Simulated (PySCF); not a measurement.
C7H9NOSi.
Z-matrix (Å and degrees, PBE0-D3(BJ)/def2-SVP geometry), rows numbered from 1:
```
C 
N   1  1.2665
C   2  1.3997  1  120.74
C   3  1.4048  2  123.76  1    36.20
C   4  1.3882  3  120.79  2   179.23
C   5  1.3990  4  120.35  3     0.40
O   6  1.3517  5  117.78  4   179.89
Si  7  1.6790  6  128.62  5   179.25
C   6  1.3998  5  119.29  4    -1.10
C   9  1.3900  6  120.10  5     0.02
H   1  1.1073  2  123.83  3     2.84
H   1  1.0987  2  119.15  3  -177.74
H   4  1.0924  3  119.68  2     1.29
H   5  1.0914  4  121.25  3  -178.92
H   8  1.4932  7  110.60  6    59.92
H   8  1.4932  7  110.61  6   -61.12
H   8  1.4850  7  104.97  6   179.43
H   9  1.0935  6  120.31  5  -179.09
H  10  1.0916  3  118.26  2     0.21
```

Method: TDDFT wB97X-D/def2-SVPD, vertical, gas phase, core orbitals frozen in the response (PySCF).

Kohn–Sham orbitals with the atoms that hold most of them (Löwdin shares over 4%, at most four atoms; ? is withheld):

```json
{"orbital": "HOMO-3", "ε (eV)": "-10.98", "atoms": "O7 18%, N2 14%, C1 11%, Si8 9%"}
{"orbital": "HOMO-2", "ε (eV)": "-9.71", "atoms": "N2 49%, C1 14%, C3 10%, H11 6%"}
{"orbital": "HOMO-1", "ε (eV)": "-9.32", "atoms": "?"}
{"orbital": "HOMO", "ε (eV)": "?", "atoms": "?"}
{"orbital": "LUMO", "ε (eV)": "0.56", "atoms": "C1 28%, N2 22%, C6 8%, C3 8%"}
{"orbital": "LUMO+1", "ε (eV)": "1.27", "atoms": "C10 19%, C5 18%, C4 17%, C9 17%"}
{"orbital": "LUMO+2", "ε (eV)": "1.86", "atoms": "Si8 41%, H16 13%, H15 13%, H17 12%"}
```

Q: Give the leading atoms of the HOMO.

A: C3 (bonded to 2 C and N) 16%; C6 (bonded to 2 C and O) 14%; N2 (bonded to 2 C) 14%; O7 (bonded to C and Si) 13%. By element: carbon 30% or more, nitrogen 14%, oxygen 13%.

Q: Give the leading atoms of the HOMO-1.

A: C9 (bonded to 2 C and H) 22%; C4 (bonded to 2 C and H) 21%; C10 (bonded to 2 C and H) 19%; C5 (bonded to 2 C and H) 18%.

Q: What is the HOMO energy, and the HOMO–LUMO gap?

A: ε(HOMO) = -8.03 eV; the gap is 8.59 eV (0.3157 hartree).

Q: How does S1 compare with the orbital gap of 8.59 eV?

A: S1 is at 4.31 eV (f = 0.124), 4.28 eV below the gap, made of HOMO→LUMO (63%), HOMO-2→LUMO (29%). Without the coupling terms of the response equations the lowest excitation would equal the gap.

Next come S2 at 4.91 eV (f 0.018), HOMO→LUMO+1 (74%), HOMO-1→LUMO (17%); S3 at 5.41 eV (f 0.281), HOMO-2→LUMO (52%), HOMO→LUMO (30%); S4 at 6.17 eV (f 0.155), HOMO-1→LUMO (68%), HOMO→LUMO+1 (19%); S5 at 6.30 eV (f 0.014), HOMO→LUMO+2 (47%), HOMO→LUMO+4 (16%), HOMO→LUMO+3 (12%).

Löwdin shares depend on the basis, the more so with diffuse functions.

One conformer stands for the species.
